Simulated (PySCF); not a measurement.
**Electronic absorption of C3H7FSi2**

Species: C₃H₇FSi₂.
Atom-mapped SMILES: `[F:1][SiH2:2][C:3]#[C:4][CH2:5][SiH3:6]` (hydrogens: H7, H8 on Si2; H9, H10 on C5; H11, H12, H13 on Si6)

Method used: TDDFT PBE0/def2-SVPD, vertical, gas phase, core orbitals frozen in the response (PySCF). Isolated species at its GFN2-xTB geometry, gas phase.

**Question.** What does the calculation give for the low-lying excited states?

**Answer.** 

| state | E (eV) | ν̃ (cm⁻¹) | f | \|μ\| (D) | main configurations (H = HOMO, L = LUMO) |
| --- | --- | --- | --- | --- | --- |
| S1 | 5.47 | 44120 | 0.0067 | 0.57 | H→L (90%) |
| S2 | 6.00 | 48360 | 0.0029 | 0.35 | H-1→L (57%), H→L+1 (38%) |
| S3 | 6.29 | 50770 | 0.024 | 0.99 | H-1→L+1 (80%), H→L+1 (9%) |
| S4 | 6.75 | 54460 | 0.0018 | 0.26 | H→L+2 (97%) |
| S5 | 7.17 | 57830 | 0.0058 | 0.46 | H-1→L+2 (97%) |
| S6 | 7.44 | 60010 | 0.789 | 5.29 | H→L+1 (36%), H-1→L (22%), H→L+3 (18%) |
| S7 | 7.64 | 61600 | 0.073 | 1.58 | H→L+4 (60%), H→L+3 (23%) |
| S8 | 7.70 | 62080 | 0.086 | 1.72 | H→L+3 (44%), H→L+4 (22%), H-2→L (10%) |

Triplets, Tamm–Dancoff:

```
state  E (eV)  λ (nm)  main configurations (H = HOMO, L = LUMO)
   T1    4.79   258.8       H-1→L (44%), H→L+1 (20%), H→L (20%)
   T2    5.08   244.2     H→L (63%), H-1→L+1 (14%), H-1→L (12%)
   T3    5.25   236.2                  H→L+1 (61%), H-1→L (28%)
```

The lowest singlet comes at 227 nm (528 kJ/mol) in the ultraviolet; it is weak; its leading configuration is HOMO→LUMO (90%). The strongest level in the table is S6 at 7.44 eV (167 nm, f = 0.789). Löwdin shares by element: HOMO carbon 78%, silicon 7% or more (atoms not listed hold the other 15%); LUMO carbon 39% or more, silicon 29% or more, hydrogen 7% or more (atoms not listed hold the other 25%). The oscillator strengths of these states sum to 0.988; summed over the whole spectrum of an exact calculation they would give the number of electrons, 62 (Thomas–Reiche–Kuhn). Weighted by f, the mean energy of these states is 7.43 eV. Orbital energies (eV): HOMO-3 -10.02, HOMO-2 -9.84, HOMO-1 -8.16, HOMO -7.73, LUMO -0.61, LUMO+1 0.04, LUMO+2 0.13. The window holds the lowest 8 singlets.
